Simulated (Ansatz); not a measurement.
Basis-set extrapolation for CH4ClNOSi, SMILES `N=C(Cl)[SiH2]O` (PBE0-D4/def2-TZVP geometry, frozen core, Ansatz). Multiplicity 1, RHF reference.

|  | def2-TZVPP | def2-QZVPP |
| --- | --- | --- |
| HF | -918.073652 | -918.103386 |
| MP2 correlation | -0.909185 | -0.982495 |
| CCSD(T) correlation | -0.987841 | not run |

Energies in hartree. Use E(X) = E(∞) + A·exp(−7.88·√X) for Hartree–Fock and E(X) = E(∞) + B·X^(−2.97) for correlation, with X = 3 and 4, and add CCSD(T) minus MP2 of the smaller set to the MP2 limit.

Question: What is the CCSD(T) energy at the basis-set limit?

Answer: HF limit: -918.103386 + (-0.029734) × 0.13774 = -918.10748. MP2 limit: -0.982495 + (-0.073310) × 0.74074 = -1.03680. Higher-order term: -0.987841 − (-0.909185) = -0.07866. Total: -919.22294 hartree, 423.9 kJ/mol below CCSD(T)/def2-TZVPP.
